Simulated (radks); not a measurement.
Q: The table gives one normalised radial function P(r) = r R(r) of Bi75+ in [He] 2s2 2p4 (r in bohr). Method: non-relativistic Kohn-Sham, LDA (Slater exchange, Perdew-Wang correlation), spin-unpolarised, spherical densities, point nucleus; relativity is left out, which matters for an element this heavy; computed with a radial shooting solver on a logarithmic mesh with Libxc functionals.

r	P
0.0006681	0.3249
0.0008095	0.3890
0.0009808	0.4646
0.001188	0.5531
0.00144	0.6560
0.001745	0.7743
0.002114	0.9087
0.002562	1.0589
0.003079	1.2160
0.003731	1.3899
0.004521	1.5671
0.005477	1.7365
0.006637	1.8818
0.008042	1.9802
0.009744	2.0025
0.01181	1.9134
0.01431	1.6750
0.01733	1.2527
0.021	0.6255
0.02545	-0.1996
0.03083	-1.1729
0.03736	-2.1908
0.04527	-3.0987
0.05485	-3.7181
0.06593	-3.9014
0.07989	-3.6088
0.0968	-2.9038
0.1173	-1.9973
0.1421	-1.1453
0.1722	-0.5299
0.2086	-0.1898
0.2528	-0.0500

Which n and l does it have? It may be an empty orbital.

A: n = 2, l = 0: the number of nodes gives n - l - 1 = 1, the rise at small r (about r^(l+1)) gives l, and the extent must fit the shell. The curve is that of 2s. 2s: eigenvalue -20732 eV, 1 radial node at r = 0.0244 bohr, <r> = 0.0748 bohr, 90 % of the charge inside 0.114 bohr.
